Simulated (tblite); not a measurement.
Species: C6H6F2.
Numbering: `[CH2:1]=[C:2]([F:3])/[CH:4]=[CH:5]/[CH:6]=[CH:7]\[F:8]` (hydrogens: H9, H10 on C1; H11 on C4; H12 on C5; H13 on C6; H14 on C7)

Computed with GFN2-xTB (tblite), gas phase: L-BFGS steps from a force-field or distance-geometry start until the largest atomic force falls under 0.01 eV/Å.

Geometry at step 2:
```
atom  x, y, z in Å
C1     -3.0335   -0.0613    0.3119
C2     -1.8730   -0.2326   -0.3145
F3     -1.8815   -0.8011   -1.5520
C4     -0.5799    0.1206    0.2165
C5      0.5795   -0.0793   -0.4280
C6      1.8606    0.2828    0.1242
C7      3.0148    0.0977   -0.5199
F8      3.0813   -0.4481   -1.7449
H9     -3.9482   -0.3561   -0.1610
H10    -3.0853    0.3744    1.2921
H11    -0.5887    0.5569    1.2074
H12     0.5700   -0.5240   -1.4130
H13     1.8832    0.7256    1.1100
H14     4.0001    0.3441   -0.1560
```

Question: What forces act on the atoms?

Answer: 
| atom | Fx (eV/Å) | Fy (eV/Å) | Fz (eV/Å) |
| --- | --- | --- | --- |
| C1 | -0.043 | 0.004 | -0.030 |
| C2 | 0.059 | -0.066 | -0.029 |
| F3 | 0.084 | 0.168 | 0.284 |
| C4 | 0.002 | -0.048 | 0.019 |
| C5 | 0.100 | 0.066 | 0.029 |
| C6 | 0.007 | -0.108 | -0.206 |
| C7 | -0.033 | -0.032 | -0.006 |
| F8 | -0.086 | 0.036 | 0.081 |
| H9 | -0.161 | -0.027 | -0.007 |
| H10 | 0.031 | -0.012 | -0.055 |
| H11 | -0.048 | -0.005 | -0.075 |
| H12 | 0.065 | -0.003 | -0.023 |
| H13 | 0.030 | -0.023 | -0.072 |
| H14 | -0.007 | 0.051 | 0.089 |

The largest, 0.34 eV/Å, acts on F3; the rms over all components is 0.081 eV/Å. The forces sum to zero within rounding, as they must for an isolated molecule in no field.

Question: Give the force on F3 in Eh/bohr and in nN.

Answer: 0.340 eV/Å ÷ 51.422 = 0.00662 Eh/bohr, and 0.340 eV/Å × 1.602 = 0.55 nN.

Question: How far is this geometry from the end of the optimisation?

Answer: 0.009 eV above it, and 0.015 Å rms away after alignment. The bonds farthest from their final lengths, with half the difference of the two atoms' forces along the bond (positive lengthens):

| bond | now (Å) | final (Å) | force along bond (eV/Å) |
| --- | --- | --- | --- |
| C2–F3 | 1.362 | 1.354 | -0.19 |
| C5–C6 | 1.441 | 1.437 | -0.11 |
| C1–H9 | 1.071 | 1.075 | +0.05 |
| C7–F8 | 1.343 | 1.340 | -0.05 |
| C6=C7 | 1.335 | 1.332 | -0.07 |
| C4–H11 | 1.083 | 1.081 | -0.03 |

The angle farthest from its final value is F3–C2–C4, 116.3° against 115.1°.

The cost below is that of the whole relaxation. Time: 0.16 s. Hardware: one thread, Arm Neoverse N1 (aarch64), on a shared host.
